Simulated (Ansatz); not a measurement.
C3H10OSi, singlet, geometry from GFN2-xTB; PBE/STO-3G (Ansatz, a first-principles code).

Ansatz was given this input:
Ansatz 0.2 input:
```yaml
crystal:
  periodic: [false, false, false]
  atoms:
    - {symbol: C, position_ang: [-0.06998070, 1.17580699, -1.48327614]}
    - {symbol: Si, position_ang: [-0.02198252, 0.01459389, 0.02921511]}
    - {symbol: C, position_ang: [-0.82070664, -1.66327471, -0.35613988]}
    - {symbol: C, position_ang: [1.78838348, -0.18625162, 0.59541778]}
    - {symbol: O, position_ang: [-0.94934960, 0.60545492, 1.24544665]}
    - {symbol: H, position_ang: [0.45701902, 0.75088546, -2.33099535]}
    - {symbol: H, position_ang: [0.38922241, 2.13668663, -1.26620147]}
    - {symbol: H, position_ang: [-1.09206551, 1.36669344, -1.79712218]}
    - {symbol: H, position_ang: [-0.80770921, -2.31025554, 0.51483519]}
    - {symbol: H, position_ang: [-0.29908420, -2.17546297, -1.15808331]}
    - {symbol: H, position_ang: [-1.85594160, -1.54197020, -0.65767680]}
    - {symbol: H, position_ang: [2.39412918, -0.66888878, -0.16421924]}
    - {symbol: H, position_ang: [2.24919838, 0.77344668, 0.81429533]}
    - {symbol: H, position_ang: [1.85155435, -0.79078615, 1.49549654]}
    - {symbol: H, position_ang: [-0.76994763, 1.45401361, 1.64107608]}
basis:
  gaussian:
    orbitals: STO-3G
hamiltonian:
  xc: pbe
scf: {lower_state_search: full}
```

### Question
Write the output that Ansatz gives for this input, abridged.

### Answer

```
Functional definition: PBE
517 factors; integrals over basis functions are off by at most 3.7e-5 eV
mean field evaluation 1: about -13028.4509 eV, gradient 2.6e1 eV
mean field evaluation 2: about -13028.3259 eV, gradient 2.6e1 eV
mean field evaluation 4: about -13030.3466 eV, gradient 5.1e0 eV
mean field evaluation 8: about -13030.4292 eV, gradient 4.3e-2 eV
mean field -13030.42921257 eV, -478.8594412198 hartree, gradient 2.5e-5 eV, S^2 0.000000; 0 other end points of the search recorded, 0 dependent functions left out
reference -13030.42924133 eV, -478.8594422767 hartree; 25, 25 occupied and 14, 14 virtual orbitals, 517 factors
Total energy: -13030.42924133 eV, -478.8594422767 hartree
```
